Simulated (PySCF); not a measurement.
**Basis and Hamiltonian dependence of the excitation energy of Al⁺**

Al⁺ [Ne] 3s2 (1S) → Al⁺ [Ne] 3p2 (3P). All values are computed (PySCF 2.14, energy differences of UHF-based or UKS calculations, no spin-orbit coupling). Values in eV.

| basis | Hamiltonian | functions | UHF | LDA | PBE0 | MP2 (valence) | CCSD(T) (valence) | CCSD(T) (valence and next inner shell) |
| --- | --- | --- | --- | --- | --- | --- | --- | --- |
| aug-cc-pV(D+d)Z | non-relativistic | 32 | 10.691 | 10.638 | 10.591 | 11.249 | 11.514 | n/a |
| ANO-RCC-VTZP | spin-free X2C | 34 | 10.708 | 10.657 | 10.631 | 11.272 | 11.522 | 11.619 |
| aug-cc-pwCVDZ | non-relativistic | 36 | 10.687 | 10.616 | 10.592 | 11.245 | 11.513 | 11.686 |
| x2c-TZVPPall | spin-free X2C | 42 | 10.746 | 10.711 | 10.663 | 11.331 | 11.555 | 11.701 |
| def2-TZVPPD | non-relativistic | 48 | 10.687 | 10.639 | 10.595 | 11.279 | 11.504 | 11.645 |
| dyall-av2z | non-relativistic | 50 | 10.695 | 10.656 | 10.608 | 11.259 | 11.530 | n/a |
| aug-cc-pV(T+d)Z | non-relativistic | 55 | 10.671 | 10.620 | 10.585 | 11.266 | 11.490 | n/a |
| x2c-QZVPPall | spin-free X2C | 70 | 10.688 | 10.666 | 10.625 | 11.317 | 11.519 | 11.695 |
| aug-cc-pwCVTZ | non-relativistic | 75 | 10.670 | 10.636 | 10.589 | 11.275 | 11.494 | 11.652 |
| dyall-av3z | non-relativistic | 84 | 10.619 | 10.589 | 10.555 | 11.232 | 11.453 | n/a |
| aug-cc-pVQZ-DK | spin-free X2C | 84 | 10.693 | 10.688 | 10.636 | 11.315 | 11.522 | n/a |
| dyall-acv3z | non-relativistic | 113 | 10.617 | 10.587 | 10.553 | 11.236 | 11.449 | 11.613 |
| aug-cc-pV(Q+d)Z with one added diffuse shell each of s, p, d, f, g type | non-relativistic | 114 | 10.621 | 10.609 | 10.560 | 11.245 | n/a | n/a |
| aug-cc-pwCVQZ | non-relativistic | 134 | 10.617 | 10.587 | 10.553 | 11.249 | n/a | n/a |

Frozen in the all-electron rows: valence: [Ne]; valence and next inner shell: 1s2.

Reference for a calculation without spin-orbit coupling: 11.680 eV (measured, between term centres; NIST).
